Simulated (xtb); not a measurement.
C₂H₄N₃, SMILES c1nc[nH+][nH]1, charge +1. All values are semi-empirical tight-binding results from xtb (GFN2-xTB unless named), good for trends rather than for accurate numbers. Geometry optimised at GFN2-xTB. The isomer is the one that the SMILES or the coordinates give; other isomers of the formula were not compared.

```json
{
 "point_group_as_xtb_finds_it": "C2v",
 "orbital_gap": "3.42 eV",
 "zero_point_energy": "43.1 kcal/mol",
 "G − E(el) at 298.15 K (modified RRHO)": "27.0 kcal/mol",
 "static polarisability (D4 model)": "43.8 bohr³",
 "solvation energy, GFN2-xTB/ALPB(water)": "-67.7 kcal/mol",
 "solvation energy, GFN2-xTB/ALPB(octanol)": "-62.1 kcal/mol"
}
```

**Question.** Give the IR lines (harmonic; lines under 4 % of the strongest left out, lines within 3 cm⁻¹ merged). (The exact figures need the calculation; the answer reports its results.)

**Answer.** ν (cm⁻¹): 645 (w), 666 (vs), 851 (w), 894 (w), 904 (w), 1037 (m), 1062 (m), 1127 (w), 1314 (w), 1421 (m), 1446 (m), 3148 (m), 3152 (w), 3348 (m), 3360 (vs) (against the strongest line: vs over 80 %, s over 45 %, m over 15 %, w over 4 %, vw less)
